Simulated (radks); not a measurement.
Excited configurations of the germanium ion Ge3+: one electron is placed in a higher orbital outside [Ar] 3d10. The ground configuration is [Ar] 3d10 4s1. Calculated with a radial shooting solver on a logarithmic mesh with Libxc functionals: Dirac Kohn-Sham, PBE, spin-unpolarised, spherical densities, finite nucleus; open shells fill j = l - 1/2 first; Fermi nuclear charge, rms radius 4.0742 fm. Excitation = E - E(ground); binding = E(ion) - E, where the ion is the core of charge +4; n* = 4/sqrt(2 binding) in atomic units, and the quantum defect is n - n*.

outer orbital  excitation (eV)  binding (eV)  quantum defect  <r> (bohr)
4p1/2                   10.176        36.166           1.547       2.120
4f5/2                   32.542        13.799           0.028       4.374
5d3/2                   33.274        13.067           0.918       5.640
6p1/2                   35.277        11.064           1.564       7.286
7p1/2                   38.889         7.452           1.595       10.94
7f5/2                   41.590         4.752           0.231       16.04

The Delta-SCF ionisation energy is 46.341 eV (NIST Atomic Spectra Database: 45.716 eV, measured). Self-interaction in the functional shifts the binding energies and quantum defects, so they are the method's values and not measured ones. Spin polarisation and multiplet splitting are left out, so open shells lie too high by an amount that depends on their filling.

Beside tabulated values, note that spin-unpolarised runs miss the spin-polarisation part of the exchange energy of open shells.
